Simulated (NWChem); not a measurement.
System: FeF3, sextet; SMILES [F][Fe]([F])[F]

The following NWChem deck was run.

```
start job
memory heap 200 mb stack 900 mb global 1100 mb
geometry units angstroms noautoz
  Fe    -0.036713     0.067126     0.171378
  F     -1.513227    -0.867444     0.221368
  F     -0.052307     1.693793    -0.468676
  F      1.456472    -0.625285     0.760329
end
basis spherical
  * library 6-31g*
end
dft
  odft
  mult 6
  xc xpbe96 cpbe96
  iterations 200
end
task dft gradient
```

NWChem printed, in part:

```
             Northwest Computational Chemistry Package (NWChem) 7.3.0
             --------------------------------------------------------

 C3H symmetry detected

                             Geometry "geometry" -> ""
                             -------------------------

 Output coordinates in angstroms (scale by  1.889725989 to convert to a.u.)

  No.       Tag          Charge          X              Y              Z
 ---- ---------------- ---------- -------------- -------------- --------------
    1 Fe                  26.0000    -0.00000000    -0.00000000    -0.00000000
    2 F                    9.0000    -0.35353140    -1.71200806     0.00000000
    3 F                    9.0000    -1.30587677     1.16217120     0.00000000
    4 F                    9.0000     1.65940817     0.54983686     0.00000000

 Effective nuclear repulsion energy (a.u.)     254.9719531135

      Symmetry information
      --------------------

 Group name             C3h
 Group number             22
 Group order               6
 No. of unique centers     2

  pbe96 is a nonlocal functional; adding pw91lda local functional.

                                 NWChem DFT Module
                                 -----------------

 Summary of "ao basis" -> "ao basis" (spherical)
 ------------------------------------------------------------------------------
       Tag                 Description            Shells   Functions and Types
 ---------------- ------------------------------  ------  ---------------------
 Fe                          6-31g*                 12       34   5s4p2d1f
 F                           6-31g*                  6       14   3s2p1d

      Symmetry analysis of basis
      --------------------------

        a'         19
        e'+        17
        e'-        17
        a"          9
        e"+         7
        e"-         7

  Rotation of axis

            General Information
            -------------------
          SCF calculation type: DFT
          Wavefunction type:  spin polarized.
          No. of atoms     :     4
          No. of electrons :    53
           Alpha electrons :    29
            Beta electrons :    24
          Charge           :     0
          Spin multiplicity:     6
          Use of symmetry is: on ; symmetry adaption is: on
          Maximum number of iterations: 200
          AO basis - number of functions:    76
                     number of shells:    30
          Convergence on energy requested:  1.00D-06
          Convergence on density requested:  1.00D-05
          Convergence on gradient requested:  5.00D-04

              XC Information
              --------------
          PerdewBurkeErnzerhof Exchange Functional  1.000
            Perdew 1991 LDA Correlation Functional  1.000 local
           PerdewBurkeErnz. Correlation Functional  1.000 non-local

             Grid Information
             ----------------
          Grid used for XC integration:  medium
          Radial quadrature: Mura-Knowles
          Angular quadrature: Lebedev.
          Tag              B.-S. Rad. Rad. Pts. Rad. Cut. Ang. Pts.
          ---              ---------- --------- --------- ---------
          Fe                  1.40      112           8.0       590
          F                   0.50       49           7.0       434
          Grid pruning is: on
          Number of quadrature shells:   161
          Spatial weights used:  Erf1

      Superposition of Atomic Density Guess
      -------------------------------------

 Sum of atomic energies:       -1560.24657361

      Non-variational initial energy
      ------------------------------

 Total energy =   -1559.126872
 1-e energy   =   -2670.500065
 2-e energy   =     856.401239
 HOMO         =      -0.229708
 LUMO         =      -0.176709

   Symmetry analysis of molecular orbitals - initial alpha
   -------------------------------------------------------

  Numbering of irreducible representations:

     1 a'          2 e'+         3 e'-         4 a"          5 e"+
     6 e"-

  Orbital symmetries:

     1 a'          2 a'          3 e'+         4 e'+         5 a"
     6 a'          7 e'+         8 e'+         9 a'         10 e'+
    11 e'+        12 a"         13 a'         14 e'+        15 e'+
    16 a'         17 e'+        18 e'+        19 e"+        20 e"+
    21 e'+        22 e'+        23 a"         24 a'         25 a'
    26 e"+        27 e"+        28 e'+        29 e'+        30 a'
    31 a"         32 e'+        33 e'+        34 a'         35 a"
    36 e'+        37 e'+        38 e"+        39 e"+

   Symmetry analysis of molecular orbitals - initial beta
   ------------------------------------------------------

  Numbering of irreducible representations:

     1 a'          2 e'+         3 e'-         4 a"          5 e"+
     6 e"-

  Orbital symmetries:

     1 a'          2 a'          3 e'+         4 e'+         5 a"
     6 a'          7 e'+         8 e'+         9 a'         10 e'+
    11 e'+        12 a"         13 a'         14 e'+        15 e'+
    16 a'         17 e'+        18 e'+        19 e"+        20 e"+
    21 e'+        22 e'+        23 a"         24 a'         25 a'
    26 e"+        27 e"+        28 e'+        29 e'+        30 a'
    31 a"         32 e'+        33 e'+        34 a'         35 a"
    36 e'+        37 e'+        38 e"+        39 e"+

   convergence    iter        energy       DeltaE   RMS-Dens  Diis-err
 ---------------- ----- ----------------- --------- --------- ---------
 d= 0,ls=0.0,diis     1  -1562.2015902805 -1.82D+03  2.14D-02  1.64D+00
                                                     3.28D-02  7.95D-01
 d= 0,ls=0.0,diis     2  -1550.9905797412  1.12D+01  1.50D-02  3.14D+01
                                                     2.89D-02  2.81D+01
 d= 0,ls=0.0,diis     3  -1562.6247414499 -1.16D+01  1.10D-03  7.63D-02
                                                     2.23D-03  1.04D-01
 d= 0,ls=0.0,diis     4  -1562.6532107074 -2.85D-02  5.45D-04  5.64D-03
                                                     5.31D-04  6.83D-03
 d= 0,ls=0.0,diis     5  -1562.6549172564 -1.71D-03  2.16D-04  1.40D-03
                                                     1.63D-04  8.86D-04
  Resetting Diis
 d= 0,ls=0.0,diis     6  -1562.6552675043 -3.50D-04  1.34D-05  1.24D-05
                                                     3.77D-05  1.50D-05
 d= 0,ls=0.0,diis     7  -1562.6552726579 -5.15D-06  1.76D-05  1.35D-06
                                                     5.23D-05  1.59D-06
 d= 0,ls=0.0,diis     8  -1562.6552573655  1.53D-05  1.47D-05  4.46D-05
                                                     4.22D-05  4.62D-05
 d= 0,ls=0.0,diis     9  -1562.6552732027 -1.58D-05  6.48D-07  4.22D-08
                                                     1.55D-06  4.76D-08
 d= 0,ls=0.0,diis    10  -1562.6552732210 -1.84D-08  2.07D-07  5.40D-10
                                                     7.94D-08  2.02D-10

         Total DFT energy =    -1562.655273221038
      One electron energy =    -2671.100904999314
           Coulomb energy =      940.078905456666
    Exchange-Corr. energy =      -86.605226791935
 Nuclear repulsion energy =      254.971953113545

 Numeric. integr. density =       52.999998429552

                  Occupations of the irreducible representations
                  ----------------------------------------------

                     irrep           alpha         beta
                     --------     --------     --------
                     a'                8.0          7.0
                     e'+              14.0         12.0
                     e'-               0.0          0.0
                     a"                3.0          3.0
                     e"+               4.0          2.0
                     e"-               0.0          0.0

                    DFT Final Alpha Molecular Orbital Analysis
                    ------------------------------------------

 Vector   27  Occ=1.000000D+00  E=-3.055390D-01  Symmetry=e"+
              MO Center= -3.5D-01, -4.7D-01,  9.7D-16, r^2= 2.1D+00
   Bfn.  Coefficient  Atom+Function         Bfn.  Coefficient  Atom+Function
  ----- ------------  ---------------      ----- ------------  ---------------
    19      0.467152  1 Fe d -1              39      0.449879  2 F  pz
    43      0.316455  2 F  pz                53     -0.310364  3 F  pz
    24      0.243542  1 Fe d -1              57     -0.218317  3 F  pz
    67     -0.139515  4 F  pz                71     -0.098138  4 F  pz

 Vector   28  Occ=1.000000D+00  E=-2.508353D-01  Symmetry=e'+
              MO Center= -7.7D-04, -2.7D-03, -3.9D-16, r^2= 2.0D+00
   Bfn.  Coefficient  Atom+Function         Bfn.  Coefficient  Atom+Function
  ----- ------------  ---------------      ----- ------------  ---------------
    22      0.515451  1 Fe d  2              38      0.299087  2 F  py
    52      0.289597  3 F  py                66      0.286438  4 F  py
    27      0.271407  1 Fe d  2              18     -0.246405  1 Fe d -2
    42      0.221832  2 F  py                56      0.202944  3 F  py
    70      0.196657  4 F  py                23     -0.129743  1 Fe d -2

[...]

                         DFT ENERGY GRADIENTS

    atom               coordinates                        gradient
                 x          y          z           x          y          z
   1 Fe     -0.000000  -0.000000  -0.000000   -0.000000   0.000000   0.000000
   2 F      -0.668077  -3.235226   0.000000    0.000406   0.001969   0.000000
   3 F      -2.467749   2.196185   0.000000    0.001502  -0.001336   0.000000
   4 F       3.135827   1.039041   0.000000   -0.001908  -0.000633   0.000000
```

Level: PBE/6-31G* (spherical d), spin-unrestricted. The geometry was optimised at PBE0/def2-SVP, spin-unrestricted. No stability test was run on the SCF state.
